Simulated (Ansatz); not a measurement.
System: GeCl$_{2}$ (charge +1, doublet). SMILES of the parent species: [Cl][Ge][Cl]
Geometry from a B3LYP-D3(BJ)/def2-TZVP (Ansatz, an electronic-structure program) optimisation:
```xyz
3

Ge     0.0006    -0.0052     0.5407
Cl     1.1761     1.3934    -0.4968
Cl    -1.1771    -1.3837    -0.5209
```
Charge +1, spin multiplicity 2.

Parts of the frozen-core correlation energy in def2-TZVPPD (Ansatz, hartree). Frozen orbitals: 24; correlated occupied orbitals by spin: 9 and 8; virtual: 123 and 124. Open shells are spin-unrestricted. No spin-orbit coupling. Non-relativistic.

| term | value |
|---|---|
| reference (HF) | -2994.14771 |
| MP2 opposite-spin | -0.32985 |
| MP2 same-spin | -0.11202 |
| CCSD correlation | -0.47836 |
| (T) | -0.02398 |
| T1 diagnostic | 0.019 |
| largest doubles amplitude | 0.035 |
| <S^2> of the reference | 0.773 |
